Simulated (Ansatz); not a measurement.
Ansatz (a quantum-chemistry and plane-wave program) input:

Ansatz 0.2 input:
```yaml
crystal:
  periodic: [false, false, false]
  atoms:
    - {symbol: C, position_ang: [1.91888981, -2.25485587, 1.56721294]}
    - {symbol: C, position_ang: [1.14785210, -1.34896913, 0.93741953]}
    - {symbol: C, position_ang: [0.43884800, -0.51600085, 0.35837468]}
    - {symbol: C, position_ang: [-0.32967613, 0.38687152, -0.26941064]}
    - {symbol: C, position_ang: [-1.02661763, 1.20520647, -0.83921521]}
    - {symbol: C, position_ang: [-1.85567057, 2.18142605, -1.51544813]}
    - {symbol: H, position_ang: [2.61082921, -2.87963713, 1.01633734]}
    - {symbol: H, position_ang: [1.86744570, -2.38270886, 2.64126252]}
    - {symbol: H, position_ang: [-1.81019266, 2.05272465, -2.59955952]}
    - {symbol: H, position_ang: [-2.90047276, 2.08863141, -1.20784807]}
    - {symbol: H, position_ang: [-1.52936317, 3.19892094, -1.28379142]}
basis:
  gaussian:
    orbitals: def2-TZVP
hamiltonian:
  xc: b3lyp
  dispersion: d3bj
magnetization: {spin_polarized: true, initial_magnetization: 1}
phonons: {temperatures: {t_min: 298.15, t_max: 298.15, t_step: 100}}
```

Q: Predict the final energy.

A: -231.59792 Eh (B3LYP-D3(BJ)/def2-TZVP). The basis has 216 functions.

It need not be the lowest isomer of its formula.
